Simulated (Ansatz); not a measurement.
C3H7NOSi can be A, `C=CN([SiH3])C=O`, or B, `C[SiH2]C1N=CO1`.

Program: Ansatz. Geometries: PBE0-D4/def2-TZVP. ΔE: electronic, gas phase. CCSD(T)/CBS is the MP2 limit (def2-TZVPP, def2-QZVPP) plus CCSD(T) − MP2 in def2-TZVPP, frozen cores. DFT in def2-TZVPP. B3LYP here is the variant with VWN-RPA as its local correlation; programs differ in this. One conformer a species, not always the lowest.

A:

Z-matrix (Å, degrees):
```
Si
N 1 1.761
H 1 1.481 2 105.6
H 1 1.482 2 109.8 3 -119.7
H 1 1.482 2 109.8 3 119.7
C 2 1.400 1 121.1 3 179.9
C 2 1.382 1 121.3 3 -0.1
C 6 1.329 2 125.0 1 0.0
H 6 1.084 2 113.0 1 -180.0
O 7 1.203 2 125.2 1 -180.0
H 7 1.103 2 112.3 1 0.0
H 8 1.085 6 123.5 2 0.0
H 8 1.081 6 119.6 2 -180.0
```

B:

```xyz
13

C     0.445   -1.512    1.397
Si    0.863   -0.540   -0.137
C    -0.137    1.074   -0.128
N    -1.578    0.871   -0.293
C    -1.406    1.461   -1.415
O    -0.090    1.765   -1.435
H     0.958   -2.477    1.397
H    -0.631   -1.693    1.443
H     0.742   -0.973    2.300
H     0.482   -1.259   -1.378
H     2.310   -0.193   -0.185
H     0.116    1.778    0.670
H    -2.075    1.698   -2.237
```

Problem. Which is lower in electronic energy at CCSD(T)/CBS, and by how much? (Estimate.)

Solution. Computed: A, by 30.7 kcal/mol.

Problem. Give E(B) − E(A) in kcal/mol with HF/def2-TZVPP, B3LYP, CCSD/def2-TZVPP, MP2/def2-TZVPP, ωB97M-V, B3LYP-D4, PBE0-D4. (Estimate.)

Solution. Computed: HF/def2-TZVPP 38.2, B3LYP 34.5, CCSD/def2-TZVPP 31.2, MP2/def2-TZVPP 30.4, ωB97M-V 29.8, B3LYP-D4 35.4, PBE0-D4 29.5. None reverses the order clearly.

Largest T1 diagnostic: 0.015.

In def2-TZVPP, CCSD(T) changes the Hartree–Fock value by −7.6 kcal/mol (the triples alone add −0.5 kcal/mol) and MP2 by −7.8 kcal/mol. The D4 term adds +0.9 kcal/mol with B3LYP and +0.5 kcal/mol with PBE0; it sums over pairs of atoms, weighted by their polarisabilities, and B3LYP, whose exchange is more repulsive, gets the larger term.
